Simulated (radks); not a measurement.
Values are calculated unless marked as measured or tabulated.
Valence configurations of Pd I (all share [Kr]). Code: a radial shooting solver on a logarithmic mesh with Libxc functionals. Model: Dirac Kohn-Sham, BLYP, spin-unpolarised, spherical densities, finite nucleus; open shells fill j = l - 1/2 first; Fermi nuclear charge, rms radius 4.5318 fm. Energies are relative to 4d10; eigenvalues in eV.

| valence | E (eV) | e(4d3/2) | e(4d5/2) | e(5p1/2) | e(5s1/2) |
|---|---|---|---|---|---|
| 4d10 | 0.000 | -4.295 | -3.859 | - | - |
| 4d9.5 5s0.5 | 0.393 | -5.513 | -5.060 | - | -3.898 |
| 4d9 5s1 | 1.177 | -6.846 | -6.376 | - | -4.386 |
| 4d8 5s2 | 4.093 | -9.794 | -9.287 | - | -5.396 |
| 4d9 5p1 | 4.844 | -8.535 | -8.059 | -1.715 | - |
| 4d8 5s0.5 5p1.5 | 10.479 | -12.050 | -11.536 | -2.412 | -6.880 |
| 4d8 5p2 | 12.745 | -12.691 | -12.175 | -2.691 | - |
| 4d7 5s2 5p1 | 13.751 | -14.497 | -13.949 | -2.546 | -7.378 |
| 4d7 5s1 5p2 | 18.700 | -15.777 | -15.225 | -3.112 | -8.172 |
| 4d6 5s2 5p2 | 26.915 | -19.090 | -18.502 | -3.567 | -9.093 |

NIST lists [Kr] 4d10 as the ground configuration; this level of theory agrees among the configurations tried. The energies are those of spherical spin-averaged densities, not of single terms.
